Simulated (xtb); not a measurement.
C5H7, doublet, at a GFN2-xTB geometry, atoms displaced at random by about 0.02 Å a coordinate. Base run: GFN2-xTB (xtb 6.7.1).

Input for xtb:
```
$ xtb mol.xyz --gfn 2 --uhf 1 --opt --json

# file mol.xyz
12

C     -0.00217192     0.04164139     0.05165396
C      0.04567061     0.72362864     1.33262427
C     -0.02836940    -0.72714727     1.32479879
C      0.69580570    -0.00132050    -1.28014795
C     -0.78217218     0.09283879    -1.19953888
H      0.72211627     1.45213720     1.74186122
H     -1.00598999    -1.16011437     1.60102781
H      0.83207914    -1.31647918     1.61742311
H      1.22330313    -0.88085229    -1.54072456
H      1.21306542     0.91088107    -1.58595190
H     -1.32869572    -0.87660809    -1.43954610
H     -1.28440686     1.01332553    -1.50717406
```

Each row names what was changed in the base input (with any setting that the change needs).

```csv
change,ΔE vs base (kJ/mol),optimiser steps
base,0.00,6
alpb = dmf,-18.36,6
opt level = sloppy,0.07,4
engine = lbfgs,0.00,-
opt level = crude,0.07,4
opt level = lax,0.00,6
alpb = acetonitrile,-14.10,6
opt level = loose,0.01,5
opt level = vtight,0.00,10
engine = inertial,0.02,-
```
